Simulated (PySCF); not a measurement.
C4H12O2Si, singlet, at a GFN2-xTB geometry, with bond 16-6 at 1.4 times its length; CASSCF(8,7)/STO-3G (PySCF).

The PySCF input:
```python
from pyscf import gto, scf, mcscf
import numpy

mol = gto.Mole()
mol.atom = '''
    Si    1.39328720    0.68185116    0.54759366
    O     2.79007369    0.43052860   -0.23555445
    O     0.30968948   -0.16499474   -0.30676895
    C    -1.07854826   -0.34847395   -0.17129267
    C    -1.50154092   -1.28253432   -1.31079109
    C    -1.80041815    0.99419189   -0.29706263
    C    -1.39655605   -0.99091239    1.17993338
    H     1.52779767    0.18306554    1.91689473
    H     1.14198271    2.12124766    0.52442429
    H     2.81234132   -0.20389860   -0.94730658
    H    -1.25397058   -0.83140768   -2.26843521
    H    -0.97224113   -2.22855296   -1.22837152
    H    -2.57083108   -1.46998322   -1.27284043
    H    -1.51600411    1.47977927   -1.22710620
    H    -1.52395248    1.64249287    0.53017758
    H    -3.30734328    0.78686047   -0.28502641
    H    -0.82689747   -1.90958484    1.29502368
    H    -1.12665307   -0.31323344    1.98548437
    H    -2.45652424   -1.21983732    1.24807475
'''
mol.basis = 'sto-3g'
mol.verbose = 4
mol.build()

mf = scf.RHF(mol)
mf.kernel()
mc = mcscf.CASSCF(mf, 7, 8)
mc.fix_spin_(ss=0.0)
mc.kernel()
occ = numpy.linalg.eigvalsh(mc.fcisolver.make_rdm1(mc.ci, mc.ncas, mc.nelecas))[::-1]
ss = mc.fcisolver.spin_square(mc.ci, mc.ncas, mc.nelecas)[0]
print('natural occupations', occ.round(4), ' <S^2>', round(ss, 4))
```

The log (banner, timings and long lists left out):

```
PySCF version 2.14.0

[INPUT] verbose = 4
[INPUT] num. atoms = 19
[INPUT] num. electrons = 66
[INPUT] charge = 0
[INPUT] spin (= nelec alpha-beta = 2S) = 0
[INPUT] symmetry False subgroup None
[INPUT] Mole.unit = angstrom
[INPUT] Symbol           X                Y                Z      unit          X                Y                Z       unit  Magmom
[...]
nuclear repulsion = 415.904542086535
number of shells = 35
number of NR pGTOs = 153
number of NR cGTOs = 51
basis = sto-3g
ecp = {}

******** <class 'pyscf.scf.hf.RHF'> ********
method = RHF
initial guess = minao
damping factor = 0
level_shift factor = 0
DIIS = <class 'pyscf.scf.diis.CDIIS'>
diis_start_cycle = 1
diis_space = 8
diis_damp = 0
SCF conv_tol = 1e-09
SCF conv_tol_grad = None
SCF max_cycles = 50
direct_scf = True
direct_scf_tol = 1e-13
Set gradient conv threshold to 3.16228e-05
Initial guess from minao.
init E= -590.708075975211
[...]
cycle= 1 E= -589.718500972078  delta_E= 0.99  |g|= 0.602  |ddm|=    5
[...]
cycle= 2 E= -589.848356056348  delta_E= -0.13  |g|= 0.156  |ddm|= 1.06
[...]
cycle= 3 E= -589.856698689393  delta_E= -0.00834  |g|= 0.0334  |ddm|= 0.249
[...]
cycle= 4 E= -589.857283281882  delta_E= -0.000585  |g|= 0.00598  |ddm|= 0.0751
[...]
cycle= 5 E= -589.85730061438  delta_E= -1.73e-05  |g|= 0.00145  |ddm|= 0.0124
[...]
cycle= 6 E= -589.85730203341  delta_E= -1.42e-06  |g|= 0.000241  |ddm|= 0.00412
[...]
cycle= 7 E= -589.857302069383  delta_E= -3.6e-08  |g|= 7.37e-05  |ddm|= 0.000596
[...]
cycle= 8 E= -589.857302072986  delta_E= -3.6e-09  |g|= 1.71e-05  |ddm|= 0.000199
[...]
cycle= 9 E= -589.857302073191  delta_E= -2.04e-10  |g|= 3.43e-06  |ddm|= 5.01e-05
[...]
Extra cycle  E= -589.857302073198  delta_E= -7.84e-12  |g|= 1.39e-06  |ddm|= 6.86e-06
converged SCF energy = -589.857302073198

******** <class 'pyscf.mcscf.mc1step.CASSCF'> ********
CAS (4e+4e, 7o), ncore = 29, nvir = 15
max_cycle_macro = 50
max_cycle_micro = 4
conv_tol = 1e-07
conv_tol_grad = None
orbital rotation max_stepsize = 0.02
orbital rotation threshold for CI restart = 0.01
augmented hessian ah_max_cycle = 30
augmented hessian ah_conv_tol = 1e-12
augmented hessian ah_linear dependence = 1e-14
augmented hessian ah_level shift = 1e-08
augmented hessian ah_start_tol = 2.5
augmented hessian ah_start_cycle = 3
augmented hessian ah_grad_trust_region = 3
kf_trust_region = 3
kf_interval = 4
ci_response_space = 4
ci_grad_trust_region = 3
with_dep4 0
natorb = False
canonicalization = True
sorting_mo_energy = False
ao2mo_level = 2
internal_rotation = False
******** <class 'pyscf.fci.addons.SpinPenaltyFCISolver'> ********
max. cycles = 50
conv_tol = 1e-08
davidson only = True
linear dependence = 1e-12
level shift = 0.001
max iter space = 12
nroots = 1
pspace_size = 400
spin = None
CASCI E = -589.861828501068  S^2 = 0.0000000
Set conv_tol_grad to 0.000316228
macro iter   1 ( 21 JK    4 micro), CASSCF E = -589.877495917328  dE = -1.56674163e-02  S^2 = 0.0000000
               |grad[o]|=0.00841  |grad[c]|=0.0369  |ddm|=0.0371  |maxRot[o]|=0.283
macro iter   2 ( 21 JK    4 micro), CASSCF E = -589.894838245135  dE = -1.73423278e-02  S^2 = 0.0000000
               |grad[o]|=0.0286  |grad[c]|=0.0788  |ddm|=0.0665  |maxRot[o]|=0.189
macro iter   3 ( 21 JK    4 micro), CASSCF E = -589.904171371784  dE = -9.33312665e-03  S^2 = 0.0000000
               |grad[o]|=0.0292  |grad[c]|=0.0534  |ddm|=0.034  |maxRot[o]|=0.214
macro iter   4 ( 21 JK    4 micro), CASSCF E = -589.908551998759  dE = -4.38062698e-03  S^2 = 0.0000000
               |grad[o]|=0.023  |grad[c]|=0.0246  |ddm|=0.0137  |maxRot[o]|=0.142
macro iter   5 ( 12 JK    3 micro), CASSCF E = -589.910342753544  dE = -1.79075478e-03  S^2 = 0.0000000
               |grad[o]|=0.0104  |grad[c]|=0.037  |ddm|=0.0139  |maxRot[o]|=0.127
macro iter   6 ( 21 JK    4 micro), CASSCF E = -589.913395938504  dE = -3.05318496e-03  S^2 = 0.0000000
               |grad[o]|=0.00905  |grad[c]|=0.0554  |ddm|=0.0174  |maxRot[o]|=0.215
[...]
               |grad[o]|=0.00115  |grad[c]|=0.000602  |ddm|=0.00105  |maxRot[o]|=0.0204
macro iter  33 (  7 JK    2 micro), CASSCF E = -589.922993317319  dE = -1.93625240e-05  S^2 = 0.0000000
               |grad[o]|=0.000385  |grad[c]|=0.000345  |ddm|=0.00179  |maxRot[o]|=0.0312
macro iter  34 ( 12 JK    3 micro), CASSCF E = -589.922966255020  dE =  2.70622985e-05  S^2 = 0.0000000
               |grad[o]|=0.000393  |grad[c]|=0.00221  |ddm|=0.000675  |maxRot[o]|=0.0391
macro iter  35 ( 21 JK    4 micro), CASSCF E = -589.922974243936  dE = -7.98891540e-06  S^2 = 0.0000000
               |grad[o]|=0.00098  |grad[c]|=0.00165  |ddm|=0.000391  |maxRot[o]|=0.0235
macro iter  36 (  7 JK    2 micro), CASSCF E = -589.922995368330  dE = -2.11243944e-05  S^2 = 0.0000000
               |grad[o]|=0.000454  |grad[c]|=0.00082  |ddm|=0.00118  |maxRot[o]|=0.0312
macro iter  37 (  7 JK    2 micro), CASSCF E = -589.923002611805  dE = -7.24347444e-06  S^2 = 0.0000000
               |grad[o]|=0.00031  |grad[c]|=0.000254  |ddm|=0.000712  |maxRot[o]|=0.0164
macro iter  38 ( 12 JK    3 micro), CASSCF E = -589.922978012919  dE =  2.45988856e-05  S^2 = 0.0000000
               |grad[o]|=0.00026  |grad[c]|=0.0009  |ddm|=0.00127  |maxRot[o]|=0.0351
macro iter  39 ( 17 JK    4 micro), CASSCF E = -589.922994837888  dE = -1.68249691e-05  S^2 = 0.0000000
               |grad[o]|=0.00108  |grad[c]|=0.00207  |ddm|=0.000441  |maxRot[o]|=0.0178
macro iter  40 (  7 JK    2 micro), CASSCF E = -589.923003239337  dE = -8.40144878e-06  S^2 = 0.0000000
               |grad[o]|=0.000198  |grad[c]|=0.000292  |ddm|=0.000851  |maxRot[o]|=0.0185
macro iter  41 ( 12 JK    3 micro), CASSCF E = -589.922980887147  dE =  2.23521902e-05  S^2 = 0.0000000
               |grad[o]|=0.000246  |grad[c]|=0.000815  |ddm|=0.000964  |maxRot[o]|=0.0354
macro iter  42 ( 21 JK    4 micro), CASSCF E = -589.922980464208  dE =  4.22939138e-07  S^2 = 0.0000000
               |grad[o]|=0.00101  |grad[c]|=0.00152  |ddm|=0.000203  |maxRot[o]|=0.00909
macro iter  43 ( 25 JK    4 micro), CASSCF E = -589.922985316033  dE = -4.85182545e-06  S^2 = 0.0000000
               |grad[o]|=0.000381  |grad[c]|=0.000685  |ddm|=0.000199  |maxRot[o]|=0.0157
macro iter  44 (  7 JK    2 micro), CASSCF E = -589.922996095899  dE = -1.07798660e-05  S^2 = 0.0000000
               |grad[o]|=0.000226  |grad[c]|=0.000316  |ddm|=0.000631  |maxRot[o]|=0.0176
macro iter  45 (  7 JK    2 micro), CASSCF E = -589.923003712359  dE = -7.61646004e-06  S^2 = 0.0000000
               |grad[o]|=0.000191  |grad[c]|=0.000245  |ddm|=0.000811  |maxRot[o]|=0.0181
macro iter  46 (  9 JK    2 micro), CASSCF E = -589.923002760132  dE =  9.52226742e-07  S^2 = 0.0000000
               |grad[o]|=0.000231  |grad[c]|=0.00143  |ddm|=0.000159  |maxRot[o]|=0.00569
macro iter  47 ( 16 JK    3 micro), CASSCF E = -589.922999430614  dE =  3.32951834e-06  S^2 = 0.0000000
               |grad[o]|=0.000359  |grad[c]|=0.000465  |ddm|=0.000183  |maxRot[o]|=0.011
macro iter  48 (  7 JK    1 micro), CASSCF E = -589.923002243123  dE = -2.81250880e-06  S^2 = 0.0000000
               |grad[o]|=0.000144  |grad[c]|=0.000596  |ddm|=8.52e-05  |maxRot[o]|=0.00638
macro iter  49 (  7 JK    2 micro), CASSCF E = -589.923006687527  dE = -4.44440434e-06  S^2 = 0.0000000
               |grad[o]|=9.98e-05  |grad[c]|=0.000241  |ddm|=0.00053  |maxRot[o]|=0.0151
macro iter  50 ( 17 JK    4 micro), CASSCF E = -589.922982327556  dE =  2.43599713e-05  S^2 = 0.0000000
               |grad[o]|=0.000159  |grad[c]|=0.00461  |ddm|=0.00146  |maxRot[o]|=0.0444
1-step CASSCF not converged,  50 macro (582 JK 134 micro) steps
CASSCF canonicalization
Density matrix diagonal elements [1.95792234 1.98225069 1.96210925 1.98005777 0.0805849  0.02113845
 0.01593661]
CASSCF energy = -589.922982327556
CASCI E = -589.922982327556  E(CI) = -13.0485709559917  S^2 = 0.0000000
natural occupations [1.9982 1.9861 1.9826 1.9162 0.0839 0.0181 0.0149]  <S^2> 0.0
```

Convergence was not reached.
